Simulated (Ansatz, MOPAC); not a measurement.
System: MgCl₂, net charge 0, singlet state. SMILES: [Cl][Mg][Cl]
Geometry: optimised at B3LYP-D3(BJ)/def2-TZVP (Ansatz, a quantum-chemistry and plane-wave program).

Wanted: vertical electron affinity to the doublet, in eV. Terms: dispersion terms only where a functional's name holds one; non-relativistic; no spin-orbit coupling; UHF or UKS for open shells; each state is the SCF solution reached for its charge and spin. First-principles rows: single points at B3LYP-D3(BJ) geometries (Ansatz). Semi-empirical rows: differences of heats of formation at the shared geometry for vertical values.

```tsv
species	coefficient	E at B3LYP/STO-3G (Ansatz), Eh	E at PBE0/def2-TZVPD (Ansatz), Eh	heat of formation at MNDO (MOPAC), kcal/mol
charge -1, doublet	-1	-1107.92491	-1120.26969	-121.43
charge 0, singlet	+1	-1108.13730	-1120.25162	-92.48
```

 1 Eh = 27.2114 eV and 1 eV = 23.0605 kcal/mol.

Problem. Work the quantity out at each level.

Solution. 
- B3LYP/STO-3G: the sum of coefficient times E is -0.21239 Eh, or -5.779 eV. Result: -5.78 eV.
- PBE0/def2-TZVPD: the sum of coefficient times E is 0.01807 Eh, or 0.492 eV. Result: 0.49 eV.
- MNDO: the sum of coefficient times heat of formation is 28.95 kcal/mol, or 1.26 eV.
